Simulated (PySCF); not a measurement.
PySCF 2.14 output of a UHF calculation on a single atom or ion in aug-cc-pVTZ-PP with one added diffuse shell each of s, p, d, f, g type with ECP28MDF (7s7p6d4f3g, 113 functions), with scalar relativity through the core potential:

```
SCF conv_tol = 1e-09
number electrons alpha = 10  beta = 4
cycle= 1 E= -67.1448759840476  delta_E= -0.00484  |g|= 0.0241  |ddm|= 0.0473
cycle= 2 E= -67.1450702514345  delta_E= -0.000194  |g|= 0.00557  |ddm|= 0.0128
cycle= 3 E= -67.1450832669349  delta_E= -1.3e-05  |g|= 0.000371  |ddm|= 0.00791
cycle= 4 E= -67.1450838813443  delta_E= -6.14e-07  |g|= 0.00017  |ddm|= 0.00343
cycle= 5 E= -67.1450841897  delta_E= -3.08e-07  |g|= 9.66e-05  |ddm|= 0.00258
cycle= 6 E= -67.1450844580562  delta_E= -2.68e-07  |g|= 3.93e-05  |ddm|= 0.00397
cycle= 7 E= -67.1450844994022  delta_E= -4.13e-08  |g|= 4.76e-06  |ddm|= 0.0021
cycle= 8 E= -67.1450844995502  delta_E= -1.48e-10  |g|= 5.08e-07  |ddm|= 0.000152
converged SCF energy = -67.1450844995502  <S^2> = 12.003495  2S+1 = 7.0009984
```

The run itself started from symmetry-adapted Hartree-Fock orbitals and held the occupation by maximum overlap, so the iterations belong to that start.

Q: Which element, charge and spin multiplicity is this?

A: Mo (molybdenum, neutral), multiplicity 7; the state was [Kr] 4d4 5s1 6s1, high-spin 7D determinant (an excited configuration).

Energies and moments cover only the electrons outside the core potential. The outer electron is Rydberg-like, and this basis confines it to a smaller radius and binds it less than a complete one would.
